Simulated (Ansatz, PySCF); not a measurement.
System: C$_{2}$H$_{4}$O (charge 0, singlet). 
Structure (B3LYP-D3(BJ)/def2-TZVP (Ansatz, an electronic-structure program) minimum search):
SMILES: C[C]O
```xyz
7

C      1.0833    -0.3696     0.0143
C     -0.1145     0.2918    -0.5715
O     -1.1364     0.2785     0.2315
H      1.3952    -1.1729    -0.6596
H      1.9063     0.3509     0.0163
H      0.9397    -0.7737     1.0339
H     -0.9626    -0.1653     1.1007
```

Dipole moments at this geometry, in debye (magnitudes).

| level | program | dipole (D) |
|---|---|---|
| HF/def2-TZVPD | PySCF | 3.42 |
| SVWN5/def2-TZVPD | PySCF | 3.17 |
| BLYP/def2-TZVPD | Ansatz | 3.03 |
| M06-L/def2-TZVPD | PySCF | 3.08 |
| PBE0/def2-TZVPD | Ansatz | 3.22 |
| PW6B95/def2-TZVPD | PySCF | 3.18 |
| CAM-B3LYP/def2-TZVPD | Ansatz | 3.31 |
| LC-wPBE/def2-TZVPD | Ansatz | 3.43 |
| wB97M-V/def2-TZVPD | Ansatz | … |
| CCSD(T)/aug-cc-pVDZ | Ansatz | … |

### Question
Fill in the missing entries.

### Answer

- wB97M-V/def2-TZVPD, dipole (D): 3.28
- CCSD(T)/aug-cc-pVDZ, dipole (D): 3.18
